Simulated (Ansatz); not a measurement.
AlH4 (SMILES [AlH4-]), charge -1, multiplicity 1, relaxed at each level with Ansatz (a first-principles code); harmonic frequencies from differences of analytic forces, average atomic masses, frozen cores.

```tsv
level	Al1–H2 (Å)	Al1–H3 (Å)	Al1–H4 (Å)	Al1–H5 (Å)	H2–Al1–H3 (°)	H2–Al1–H4 (°)	H2–Al1–H5 (°)	dipole (D)
HF/def2-TZVPP	1.6456	1.6456	1.6456	1.6456	109.5	109.5	109.5	-
PBE/def2-TZVPP	1.6530	1.6530	1.6530	1.6530	109.5	109.5	109.5	-
r2SCAN/def2-TZVPP	1.6430	1.6430	1.6430	1.6430	109.5	109.5	109.5	-
B3LYP/def2-TZVPP	1.6392	1.6392	1.6392	1.6392	109.5	109.5	109.5	-
PBE0/def2-TZVPP	1.6452	1.6452	1.6452	1.6452	109.5	109.5	109.5	-
wB97X-V/def2-TZVPP	1.6442	1.6442	1.6442	1.6442	109.5	109.5	109.5	-
MP2/cc-pV(T+d)Z	1.6384	1.6384	1.6384	1.6384	109.5	109.5	109.5	-
CCSD(T)/cc-pV(D+d)Z	1.6411	1.6411	1.6411	1.6411	109.5	109.5	109.5	-
CCSD(T)/cc-pV(T+d)Z	1.6436	1.6436	1.6436	1.6436	109.5	109.5	109.5	-
```
